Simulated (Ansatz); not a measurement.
Cost and result for the atomization energy of C2H7AlSi (11 atoms, 12 bonds).

```csv
atom,x (Å),y (Å),z (Å)
Si1,-1.2494,-0.2412,0.6713
C2,0.5228,-0.5172,0.5354
C3,1.2893,0.7286,0.0480
Al4,0.2632,-0.0761,-1.3761
H5,-2.1166,-1.4426,0.7155
H6,-1.8717,0.8667,1.4533
H7,-1.4241,0.4272,-0.7863
H8,1.0289,-1.3212,1.0574
H9,1.0847,1.6836,0.5288
H10,2.3640,0.5622,-0.0255
H11,0.1088,-0.6701,-2.8217
```

The species carries charge 0 and has multiplicity 1. The bonds changed during the relaxation, so this is another structure than the one it started from. Geometry: relaxed with PBE0-D4/def2-TZVP. Program: Ansatz. All runs use 2 threads of an Arm Neoverse V1 on a shared host. Times are those of one run each, without the atoms' runs, and a repeat can differ threefold. Electronic energies, without spin–orbit coupling; frozen cores. CCSD(T)/CBS adds CCSD(T) − MP2 in def2-TZVPP to the MP2 limit, and its time is that of the two runs behind it. T1 = 0.013. B3LYP takes the VWN-RPA correlation (the form of Gaussian; ORCA's B3LYP/G). HSE06 is the plane-wave form, built on full-range PBE exchange.

CCSD(T)/CBS is a level of theory with its own doubt, some kJ/mol a heavy atom from the limit and from the frozen cores, so smaller differences don't rank the functionals.

| level | functions | atomization (kcal/mol) | difference from CCSD(T)/CBS | per bond |
| --- | --- | --- | --- | --- |
| CCSD(T)/CBS(def2) | – | 867.2 | 0.0 | 0.0 |
| B3LYP-D4/def2-TZVPP (with forces) | 244 | 863.5 | -3.7 | -0.3 |
| PBE-QIDH/def2-TZVPP | 244 | 863.6 | -3.6 | -0.3 |
| BLYP-D4/def2-TZVPP | 244 | 855.8 | -11.4 | -0.9 |
| ωB97X-V/def2-TZVPP | 244 | 870.8 | 3.6 | 0.3 |
| PBE-D4/def2-TZVPP (with forces) | 244 | 874.3 | 7.1 | 0.6 |
| B97M-V/def2-TZVPP | 244 | 877.2 | 10.0 | 0.8 |
| PBE0-D4/def2-TZVPP | 244 | 867.3 | 0.1 | 0.0 |
| CCSD(T)/def2-SVP | 99 | 819.6 | -47.6 | -4.0 |
| MP2/def2-QZVPP | 464 | 864.4 | -2.8 | -0.2 |
| r2SCAN-D4/def2-TZVPP (with forces) | 244 | 872.1 | 4.9 | 0.4 |
| HSE06-D4/def2-TZVPP | 244 | 867.8 | 0.6 | 0.1 |
| CCSD(T)/def2-TZVPP | 244 | 845.7 | -21.5 | -1.8 |

(1) Order the runs by time, with rough figures. (Estimate.)

Answers

(1) Computed: BLYP-D4/def2-TZVPP 4 s; PBE-D4/def2-TZVPP (with forces) 4.5 s; CCSD(T)/def2-SVP 4.8 s; PBE0-D4/def2-TZVPP 5.5 s; HSE06-D4/def2-TZVPP 6 s; r2SCAN-D4/def2-TZVPP (with forces) 9 s; B3LYP-D4/def2-TZVPP (with forces) 9 s; PBE-QIDH/def2-TZVPP 11 s; ωB97X-V/def2-TZVPP 15 s; B97M-V/def2-TZVPP 18 s; MP2/def2-QZVPP 42 s; CCSD(T)/def2-TZVPP 9.8 min; CCSD(T)/CBS(def2) 11 min.

The D4 term adds +9.2 kcal/mol with B3LYP and +4.8 kcal/mol with PBE0; it sums over pairs of atoms, weighted by their polarisabilities, and B3LYP, whose exchange is more repulsive, gets the larger term. In def2-TZVPP, CCSD(T) changes the Hartree–Fock value by +204.0 kcal/mol (the triples alone add +11.8 kcal/mol) and MP2 by +209.9 kcal/mol; breaking electron pairs costs correlation energy, which Hartree–Fock lacks. At CCSD(T), def2-SVP lies −47.6 kcal/mol from the extrapolated value and def2-TZVPP −21.4 kcal/mol: correlation converges slowly with the basis, and small sets miss more of it in the bonded molecule than in its fragments.
